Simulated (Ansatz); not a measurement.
Species: GeBr3, net charge 0, doublet state. It need not be the lowest isomer of its formula. 
Coordinates optimised at B3LYP-D3(BJ)/def2-TZVP (Ansatz, a first-principles code):
```xyz
4

Ge     0.5264    -0.2236     0.2007
Br    -0.6251    -1.8711    -1.0031
Br    -0.7852     0.4626     2.0168
Br     0.9291     1.6129    -1.1972
```
Charge 0, spin multiplicity 2.

Quantity: vertical electron affinity (to the singlet state of charge -1; a negative value means that the extra electron is unbound and the number depends on the basis; each state is the SCF solution reached for its spin; the molecule has degenerate orbitals, so one determinant may break the symmetry), in eV. Valence correlation only, unless marked. UHF or UKS for open shells. No spin-orbit coupling. Frozen are the shells of the preceding noble gas and the d and f shells that filled before the atom's block. No relativistic terms. Anions need diffuse functions: aug- sets have them; def2-D sets add few. Basis-set limits of correlation are two-point, X^-3; Hartree-Fock from the larger set. [CCSD(T)-MP2]/basis is that difference in the basis named.

```csv
level,program,vertical electron affinity (eV)
PBE/def2-TZVPD,Ansatz,3.03
```

### Question
What does RI-MP2/CBS(aug-cc-pVTZ,aug-cc-pVQZ)+[CCSD(T)-MP2]/aug-cc-pVTZ (Ansatz) give?

### Answer
3.12 eV, so PBE/def2-TZVPD differs from it by -0.09 eV.
